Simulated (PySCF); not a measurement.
Geometries of 5 isomers of C3H7FOSi, from PBE0-D3(BJ)/def2-SVP geometry optimisation, gas phase (PySCF 2.14.0). One conformer each, no zero-point energy, no frequencies.

Problem. Which isomer lies lowest at this level?
A.
```xyz
13
angstrom
C     -0.547   -1.254    0.546
C     -0.187   -0.359   -0.378
C     -0.471   -0.508   -1.842
F     -1.133   -1.667   -2.115
O      0.474    0.801   -0.157
Si     0.872    1.448    1.346
H     -0.323   -1.121    1.607
H     -1.079   -2.152    0.233
H     -1.077    0.352   -2.180
H      0.482   -0.485   -2.399
H     -0.366    1.664    2.150
H      1.542    2.738    1.041
H      1.794    0.534    2.081
```
B.
```xyz
13
angstrom
C      1.853    0.804    0.138
O      0.828    0.202    0.902
C     -0.410    0.283    0.351
F     -0.869    1.575    0.303
C     -0.696   -0.491   -0.933
Si    -1.657   -1.102    0.567
H      1.972    0.311   -0.844
H      2.785    0.694    0.707
H      1.651    1.874   -0.025
H     -1.233    0.062   -1.712
H      0.126   -1.106   -1.318
H     -1.249   -2.377    1.205
H     -3.096   -0.752    0.650
```
C.
```xyz
13
angstrom
F     -2.537   -1.803   -0.646
C     -2.024   -0.523   -0.639
C     -1.333   -0.242    0.648
C     -0.069    0.178    0.746
O      0.708    0.427   -0.331
Si     2.386    0.524   -0.341
H     -1.325   -0.412   -1.483
H     -2.868    0.174   -0.793
H     -1.897   -0.391    1.572
H      0.390    0.370    1.726
H      2.837    1.277    0.868
H      2.747    1.244   -1.589
H      2.990   -0.840   -0.328
```
D.
```xyz
13
angstrom
C     -0.822    1.394    0.399
C     -0.465    0.184   -0.049
C     -1.455   -0.933   -0.162
F     -0.833   -2.148    0.102
Si     1.304   -0.198   -0.576
O      1.950   -1.392    0.386
H     -0.104    2.218    0.450
H     -1.845    1.619    0.727
H     -2.298   -0.820    0.540
H     -1.857   -0.995   -1.190
H      2.130    1.027   -0.401
H      1.289   -0.601   -2.018
H      1.316   -2.096    0.565
```
E.
```xyz
13
angstrom
F      0.127    1.625    0.523
C     -0.758    1.071   -0.349
C     -1.802    0.169    0.215
C     -0.639   -0.410   -0.543
O      0.310   -1.104    0.172
Si     1.924   -0.690    0.370
H     -0.974    1.734   -1.193
H     -1.758    0.025    1.298
H     -2.803    0.163   -0.225
H     -0.827   -0.806   -1.550
H      2.167   -0.033    1.685
H      2.375    0.197   -0.745
H      2.681   -1.973    0.329
```

Solution. D. That is `C=C(CF)[SiH2]O`, 10.2 kcal/mol below the next.

| SMILES | atoms numbered as above | E (Eh) | relative (kcal/mol) | relative (kJ/mol) | dipole (D) |
| --- | --- | --- | --- | --- | --- |
| C=C(CF)[SiH2]O | [CH2:1]=[C:2]([CH2:3][F:4])[SiH2:5][OH:6] | -582.35415 | 0.0 | 0.0 | 2.80 |
| C=C(CF)O[SiH3] | [CH2:1]=[C:2]([CH2:3][F:4])[O:5][SiH3:6] | -582.33790 | 10.2 | 42.7 | 1.74 |
| FC/C=C\O[SiH3] | [F:1][CH2:2]/[CH:3]=[CH:4]\[O:5][SiH3:6] | -582.33218 | 13.8 | 57.7 | 2.70 |
| F[C@@H]1C[C@@H]1O[SiH3] | [F:1][C@@H:2]1[CH2:3][C@@H:4]1[O:5][SiH3:6] | -582.32217 | 20.1 | 83.9 | 1.84 |
| CO[C@@]1(F)C[SiH2]1 | [CH3:1][O:2][C@@:3]1([F:4])[CH2:5][SiH2:6]1 | -582.27995 | 46.6 | 194.8 | 1.64 |

As drawn, the lowest has an O–H bond, an Si–O bond and a C=C bond outside aromatic rings, which the highest lacks; the highest has a three-membered ring, which the lowest lacks.
